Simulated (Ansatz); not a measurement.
Ansatz results at the PBE0-D4/def2-TZVP geometry: size of the dipole moment (B3LYP/def2-TZVPP) 2.41 D; HOMO energy (PBE/def2-TZVPP) -6.86 eV; HOMO–LUMO gap (PBE/def2-TZVPP) 4.16 eV.

Each molecule was computed in one conformer, which needn't be the lowest.

Question: Which molecule gave them?
A. `[BH]1O[BH][Zn]1`
B. `B/C=N\BF`
C. `C=COC(C)F`
D. `[CH3][AlH][SiH2][SbH2]`

Answer: B. The others give `[CH3][AlH][SiH2][SbH2]`: 0.86, -5.65, 3.67; `C=COC(C)F`: 1.57, -5.90, 5.40; `[BH]1O[BH][Zn]1`: 1.22, -4.73, 2.10.

B3LYP here is the variant with VWN-RPA as its local correlation; programs differ in this.
